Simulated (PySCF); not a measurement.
## Correlation energy of Al (aluminium, neutral)

[Ne] 3s2 4s1, 2S determinant (an excited configuration). All numbers are calculated (PySCF 2.14, scalar relativity by spin-free X2C-1e, in dyall-acv3z (19s12p6d4f, 113 functions)). Frozen: [Ne]; 3 electrons correlated; the 22 highest virtual orbitals of each spin left out.

| level | correlation energy (mhartree) |
| --- | --- |
| CCSD | -46.10 |
| (T) | -0.85 |
| CCSD(T) | -46.95 |

Diagnostics: T1 = 0.020, D1 = 0.0490, largest double amplitude 0.096.

The outer electron is Rydberg-like, and this basis confines it to a smaller radius and binds it less than a complete one would.

Cost of the coupled-cluster step: about 27 core-seconds, for 3 correlated electrons.
